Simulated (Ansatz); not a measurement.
F$_{2}$GeH$_{4}$SSi, SMILES `F[SiH](F)[S][GeH3]`. The species carries charge 0 and has multiplicity 1. Correlated methods include outer-core shells of Ge, which these sets cover unevenly. Scalar relativity is left out up to krypton.

```tsv
atom	x (Å)	y (Å)	z (Å)
F1	1.1752	-1.8887	-0.6411
Si2	1.5341	-0.5498	0.1313
F3	1.7016	0.5493	-1.0044
S4	0.0369	-0.0030	1.4866
Ge5	-1.5589	0.5712	0.0126
H6	2.8156	-0.7369	0.8281
H7	-1.4739	-0.3561	-1.2037
H8	-2.8722	0.3775	0.7767
H9	-1.3584	2.0367	-0.3861
```

Task: Give the diagnostics of a CCSD(T)/def2-TZVPP run (frozen core, Ansatz 0.2.0). (An estimate is asked.)

Result: Ansatz gave: T1 = 0.0118, largest single amplitude 0.013, largest double 0.024, (T) share of the correlation energy 3.3 %, 9 CCSD cycles. The RHF solution is stable towards an unrestricted one. T1 lies under the customary mark of 0.02 for closed shells.
